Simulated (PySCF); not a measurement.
Compound: (H2B-mu-SH)3.
Cartesian coordinates in Å at the PBE0-D3(BJ)/def2-SVP level; atoms count from 1:
```xyz
15
B3H9S3 angstrom
B      0.4259   -1.3217    1.0174
H      0.8051   -1.8744    2.0270
H      0.1452   -2.0118    0.0646
S     -1.0860   -0.1885    1.5038
B     -1.7879    0.4911   -0.1861
H     -1.9737   -0.4206   -0.9597
H     -2.7408    1.1964    0.0639
S     -0.4510    1.6013   -1.0202
B      1.2328    0.6849   -1.2116
H      1.0176   -0.2281   -1.9758
H      2.0538    1.5056   -1.5589
S      1.7762   -0.0023    0.5316
H     -1.9909   -1.1713    1.7016
H     -0.1870    2.5285   -0.0690
H      2.7279   -0.8653    0.1154
```

The closed-shell ground state was solved at several levels (PySCF, density fitting, gas phase, non-relativistic).

| level | basis functions | HOMO (eV) | LUMO (eV) | gap (eV) | dipole (D) |
| --- | --- | --- | --- | --- | --- |
| PBE0/pcSseg-1 | 168 | -8.07 | -0.58 | 7.49 | 1.60 |
| CAM-B3LYP/def2-SVPD | 213 | -9.35 | 0.17 | 9.52 | 1.56 |

(1) Estimate the row for KT2/pcSseg-1, a basis of 168 functions; the other rows only guide the guess.

(2) Over all these levels, which gives the widest orbital gap and which the narrowest?

(3) How far do the dipole and the HOMO energy spread over the levels?

Answers

(1) HOMO -6.90 eV, LUMO -1.54 eV, gap 5.36 eV, dipole 1.55 D.

(2) CAM-B3LYP/def2-SVPD (range-separated hybrid) has the widest, 9.52 eV, and KT2/pcSseg-1 (GGA) the narrowest, 5.36 eV. Functional and basis both differ between the two, so the spread mixes both effects.

(3) The dipole runs from 1.55 to 1.60 D (mean 1.57 D) and the HOMO from -9.35 to -6.90 eV.

One conformer stands for the species.
